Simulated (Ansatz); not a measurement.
Basis-set extrapolation for CH5NOSSi, SMILES `N=C(S)[SiH2]O` (PBE0-D4/def2-TZVP geometry, frozen core, Ansatz). Multiplicity 1, RHF reference.

```
                      def2-TZVPP   def2-QZVPP
                 HF  -856.682325  -856.710794
    MP2 correlation    -0.900735    -0.970234
CCSD(T) correlation    -0.982379      not run
```

Energies in hartree. Use E(X) = E(∞) + A·exp(−7.88·√X) for Hartree–Fock and E(X) = E(∞) + B·X^(−2.97) for correlation, with X = 3 and 4, and add CCSD(T) minus MP2 of the smaller set to the MP2 limit.

Problem. What is the CCSD(T) energy at the basis-set limit?

Solution. HF limit: -856.710794 + (-0.028469) × 0.13774 = -856.71472. MP2 limit: -0.970234 + (-0.069499) × 0.74074 = -1.02171. Higher-order term: -0.982379 − (-0.900735) = -0.08164. Total: -857.81807 hartree, 96.2 kcal/mol below CCSD(T)/def2-TZVPP.
